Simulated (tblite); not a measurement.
Parent: `[CH3:1][CH2:2][P:3]([CH3:4])[C:5]([F:6])([F:7])[F:8]` with C1–C2–P3–C4 -81°, C4H8F3P.

Computed geometry: GFN2-xTB, gas phase. One conformer each, not checked by frequencies here.

```
coordinate of the parent    value
                   C1–C2  1.524 Å
                   C2–P3  1.860 Å
                   P3–C4  1.845 Å
                   P3–C5  1.891 Å
                   C5–F6  1.341 Å
                   C5–F7  1.346 Å
                   C5–F8  1.341 Å
                C1–C2–P3   110.9°
                C2–P3–C4   100.7°
                C2–P3–C5    94.7°
                C4–P3–C5    95.0°
                P3–C5–F6   111.3°
                P3–C5–F7   114.4°
                P3–C5–F8   111.0°
                F6–C5–F7   106.3°
                F6–C5–F8   107.1°
                F7–C5–F8   106.3°
```

Question: How does the shared frame change in `[CH3:1][CH2:2][P@:3]([CH3:4])(=[S:5])[C:6]([F:7])([F:8])[F:9]` with C1–C2–P3–C4 -179°, C4H8F3PS? Atoms pair as C1 = C1, C2 = C2, P3 = P3, C4 = C4, C5 = C6, F6 = F8, F7 = F7, F8 = F9 (parent first).

Answer: 
```csv
parent,relative,value in the relative,change
C1–C2,C1–C2,1.523 Å,-0.001
C2–P3,C2–P3,1.848 Å,-0.012
P3–C4,P3–C4,1.834 Å,-0.011
P3–C5,P3–C6,1.908 Å,+0.017
C5–F6,C6–F8,1.331 Å,-0.010
C5–F7,C6–F7,1.344 Å,-0.002
C5–F8,C6–F9,1.337 Å,-0.004
C1–C2–P3,C1–C2–P3,110.7°,-0.2
C2–P3–C4,C2–P3–C4,105.7°,+5.0
C2–P3–C5,C2–P3–C6,101.2°,+6.5
C4–P3–C5,C4–P3–C6,98.1°,+3.1
P3–C5–F6,P3–C6–F8,112.9°,+1.6
P3–C5–F7,P3–C6–F7,112.3°,-2.1
P3–C5–F8,P3–C6–F9,109.6°,-1.4
F6–C5–F7,F8–C6–F7,107.1°,+0.8
F6–C5–F8,F8–C6–F9,107.9°,+0.8
F7–C5–F8,F7–C6–F9,106.8°,+0.5
```

Of the parent's bonds, P3–C5 changes most (+0.017 Å). Bonds of the relative outside the shared frame: P3=S5 1.927 Å. Point group C1 → C1.

Question: How does the shared frame change in `[CH3:1][CH2:2][P@:3]([CH3:4])(=[O:5])[C:6]([F:7])([F:8])[F:9]` with C1–C2–P3–C4 76°, C4H8F3OP? Atoms pair as C1 = C1, C2 = C2, P3 = P3, C4 = C4, C5 = C6, F6 = F8, F7 = F7, F8 = F9 (parent first).

Answer: 
```
  parent  relative  value in the relative  change
   C1–C2     C1–C2                1.522 Å  -0.002
   C2–P3     C2–P3                1.836 Å  -0.024
   P3–C4     P3–C4                1.825 Å  -0.020
   P3–C5     P3–C6                1.892 Å  +0.001
   C5–F6     C6–F8                1.335 Å  -0.006
   C5–F7     C6–F7                1.343 Å  -0.003
   C5–F8     C6–F9                1.336 Å  -0.005
C1–C2–P3  C1–C2–P3                 108.6°    -2.3
C2–P3–C4  C2–P3–C4                 110.2°    +9.5
C2–P3–C5  C2–P3–C6                 101.3°    +6.6
C4–P3–C5  C4–P3–C6                 100.7°    +5.7
P3–C5–F6  P3–C6–F8                 111.0°    -0.3
P3–C5–F7  P3–C6–F7                 113.5°    -0.9
P3–C5–F8  P3–C6–F9                 110.5°    -0.5
F6–C5–F7  F8–C6–F7                 106.9°    +0.6
F6–C5–F8  F8–C6–F9                 107.9°    +0.8
F7–C5–F8  F7–C6–F9                 106.9°    +0.6
```

Of the parent's bonds, C2–P3 changes most (-0.024 Å). Bonds of the relative outside the shared frame: P3=O5 1.460 Å. Point group C1 → C1.
